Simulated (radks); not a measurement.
Values are calculated unless marked as measured or tabulated.
Polarisability of the molybdenum ion Mo2+, [Kr] 4d4, at imaginary frequency. Code: a radial shooting solver on a logarithmic mesh with Libxc functionals. Model: non-relativistic Kohn-Sham, exchange-only LDA, spin-polarised, spherical densities, point nucleus; open shells are filled with parallel spins first (spin-orbit coupling, left out, can overturn this in heavy ions); relativity is left out, which matters for an element this heavy. Response by self-consistent Sternheimer equations with the Hartree and adiabatic exchange-only LDA kernel.

| w (hartree) | alpha1(iw) (bohr^3) |
|---|---|
| 0.00266 | 10.66 |
| 0.0143 | 10.65 |
| 0.0360 | 10.59 |
| 0.0697 | 10.43 |
| 0.118 | 10.05 |
| 0.186 | 9.344 |
| 0.280 | 8.289 |
| 0.413 | 6.980 |
| 0.605 | 5.560 |
| 0.892 | 4.128 |
| 1.35 | 2.768 |
| 2.12 | 1.591 |
| 3.59 | 0.7372 |
| 6.94 | 0.2622 |
| 17.5 | 0.06321 |

Static values: alpha1 = 10.66 bohr^3 (1.579 angstrom^3; uncoupled 14.94). C6 = 57.23, triple-dipole C9 = 409.1 atomic units. One-pole (London) frequency 4 C6 / (3 alpha1^2) = 0.672 hartree, against 0.781 for minus the highest occupied eigenvalue. The dipole shielding factor is 0.953, as the force sum rule N/Z = 0.952 demands.
